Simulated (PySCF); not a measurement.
**Vertical excitation energies**

C₃H₈ClFSi.
InChI=1S/C3H8ClFSi/c1-2-6(5)3-4/h6H,2-3H2,1H3/t6-/m0/s1

The calculation used TDDFT PBE0/def2-SVPD, vertical, gas phase, core orbitals frozen in the response (PySCF). One conformer (not necessarily the lowest) at the GFN2-xTB geometry, without solvent, vibrations or thermal averaging. Torsions of this conformer, `[CH3:1][CH2:2][Si@H:3]([F:4])[CH2:5][Cl:6]`: C1–C2–Si3–F4 58°, C2–Si3–C5–Cl6 -62°.

```json
{"state": "S1", "E (eV)": "6.62", "λ (nm)": "187.3", "ν̃ (cm⁻¹)": "53390", "f": "0.012", "main configurations (H = HOMO, L = LUMO)": "H→L (94%)"}
{"state": "S2", "E (eV)": "7.11", "λ (nm)": "174.3", "ν̃ (cm⁻¹)": "57360", "f": "0.0043", "main configurations (H = HOMO, L = LUMO)": "H-1→L (90%)"}
{"state": "S3", "E (eV)": "7.44", "λ (nm)": "166.7", "ν̃ (cm⁻¹)": "59980", "f": "0.0031", "main configurations (H = HOMO, L = LUMO)": "H→L+1 (74%), H→L+2 (17%)"}
{"state": "S4", "E (eV)": "7.53", "λ (nm)": "164.7", "ν̃ (cm⁻¹)": "60730", "f": "0.012", "main configurations (H = HOMO, L = LUMO)": "H-2→L (79%), H→L+1 (10%)"}
{"state": "S5", "E (eV)": "7.83", "λ (nm)": "158.4", "ν̃ (cm⁻¹)": "63110", "f": "0.0030", "main configurations (H = HOMO, L = LUMO)": "H→L+2 (64%), H→L+1 (13%), H-2→L (8%)"}
{"state": "S6", "E (eV)": "7.94", "λ (nm)": "156.1", "ν̃ (cm⁻¹)": "64060", "f": "0.0065", "main configurations (H = HOMO, L = LUMO)": "H-1→L+1 (81%), H-1→L+2 (13%)"}
{"state": "S7", "E (eV)": "8.21", "λ (nm)": "150.9", "ν̃ (cm⁻¹)": "66260", "f": "0.0027", "main configurations (H = HOMO, L = LUMO)": "H→L+3 (48%), H-2→L+1 (28%), H→L+4 (10%)"}
{"state": "S8", "E (eV)": "8.30", "λ (nm)": "149.4", "ν̃ (cm⁻¹)": "66930", "f": "0.0064", "main configurations (H = HOMO, L = LUMO)": "H-2→L+1 (55%), H→L+3 (21%)"}
```

Triplets (Tamm–Dancoff): T1 5.98 eV, H→L (85%); T2 6.45 eV, H-1→L (78%); T3 7.11 eV, H→L+1 (38%), H→L+2 (25%), H-2→L (19%).

The lowest singlet lies at 6.62 eV (187 nm, vacuum ultraviolet) and is weak; its leading configuration is HOMO→LUMO (94%). The largest oscillator strength of a single state is 0.012. Löwdin shares by element: HOMO chlorine 50%, carbon 27% or more, silicon 10%; LUMO chlorine 32%, silicon 19%, carbon 17% or more, fluorine 8% (atoms not listed hold the other 23%). The listed states span 1.68 eV, and the widest gap between neighbours is 0.49 eV (S1 to S2). Of the 8 states listed, 2 reach f = 0.01 and none stays under 0.0005. Weighted by f, the mean energy of these states is 7.47 eV. No computed singlet lies in the visible range (380 to 750 nm); the lowest, at 187 nm, stands 3.36 eV above its violet end (3.26 eV). Singlets were solved by full linear response, triplets in the Tamm–Dancoff approximation.

The run took 51 s wall on one thread of an Arm Neoverse N1, on a shared host, and the process peaked at 0.80 GiB of memory.
